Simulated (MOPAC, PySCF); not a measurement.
C₈H₂₀Si, SMILES `CC[Si](CC)(CC)CC`, neutral singlet in the gas phase. 

Cartesian coordinates (Å):
```xyz
29

C      1.3232     0.7709     2.4585
C      0.1427    -0.0295     1.8916
Si     0.0000     0.0000     0.0000
C     -1.5713    -0.9240    -0.5261
C     -1.5815    -2.4197    -0.1820
C     -0.0935     1.7950    -0.6074
C     -1.2286     2.6230     0.0103
C      1.5221    -0.8414    -0.7581
C      1.4869    -0.9742    -2.2868
H      1.3687     0.7204     3.5590
H      1.2578     1.8366     2.1837
H      2.2872     0.3979     2.0754
H      0.2111    -1.0837     2.2147
H     -0.8070     0.3467     2.3131
H     -2.4376    -0.4227    -0.0584
H     -1.7028    -0.7849    -1.6144
H     -1.4798    -2.5868     0.9028
H     -2.5146    -2.9127    -0.5013
H     -0.7484    -2.9522    -0.6696
H     -0.1917     1.7807    -1.7077
H      0.8802     2.2767    -0.4048
H     -2.2153     2.1792    -0.2008
H     -1.2467     3.6556    -0.3757
H     -1.1317     2.6867     1.1066
H      1.6296    -1.8384    -0.2939
H      2.4182    -0.2742    -0.4486
H      2.3926    -1.4633    -2.6819
H      0.6223    -1.5711    -2.6207
H      1.4080     0.0098    -2.7774
```
Charge 0, multiplicity 1.

All levels are single points at this geometry (B3LYP-D3(BJ)/def2-SVP); Pople sets use spherical d functions. Orbital energies aren't observables, and empty levels follow the basis.

SVWN5/6-31G* in PySCF gives HOMO (eV) = -6.17.

Q: Estimate the HOMO (eV) from each of these levels: B3LYP-D3(BJ)/def2-TZVP in PySCF; PBE-D3(BJ)/def2-TZVP in PySCF; B3LYP/3-21G in PySCF; B3LYP/6-311+G** in PySCF; B3LYP/6-31G* in PySCF; B3LYP/LANL2DZ in PySCF; BP86/6-31G* in PySCF; PBE/6-31G* in PySCF; HF/STO-3G in PySCF; PM3 in MOPAC; PM6 in MOPAC; PM7 in MOPAC.

A: 
```csv
level,HOMO (eV)
B3LYP-D3(BJ)/def2-TZVP in PySCF,-7.47
PBE-D3(BJ)/def2-TZVP in PySCF,-6.39
B3LYP/3-21G in PySCF,-7.29
B3LYP/6-311+G** in PySCF,-7.50
B3LYP/6-31G* in PySCF,-7.25
B3LYP/LANL2DZ in PySCF,-7.38
BP86/6-31G* in PySCF,-6.25
PBE/6-31G* in PySCF,-6.14
HF/STO-3G in PySCF,-9.30
PM3 in MOPAC,-9.95
PM6 in MOPAC,-9.40
PM7 in MOPAC,-10.26
```
